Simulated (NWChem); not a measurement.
# GeCl2, singlet; SMILES [Cl][Ge][Cl]

```xyz
3

Ge     0.0000     0.0000     0.7296
Cl    -1.7138     0.0000    -0.6819
Cl     1.7138     0.0000    -0.6819
```
Atoms are numbered in this order, from 1.

Level: B3LYP/6-31G* (spherical d) (NWChem), optimised geometry, unscaled harmonic frequencies. Low-valent species are run as closed-shell singlets; no triplet was tried in these runs.

Q: List the harmonic frequencies with IR intensities, and the thermochemistry.

A: 
```csv
frequency (cm⁻¹),IR intensity (km/mol)
150,2.2
371,125.4
389,52.0
```

The zero-point energy is 1.3 kcal/mol, the thermal correction to the enthalpy at 298.15 K (with zero-point energy) comes out as 4.5 kcal/mol and the heat capacity Cv is 10.9 cal/(mol K). The entropy at 298.15 K and 1 atm (symmetry number 2) is 70.9 cal/(mol K). The dipole moment is 2.35 D.

Rigid rotor and harmonic oscillator.
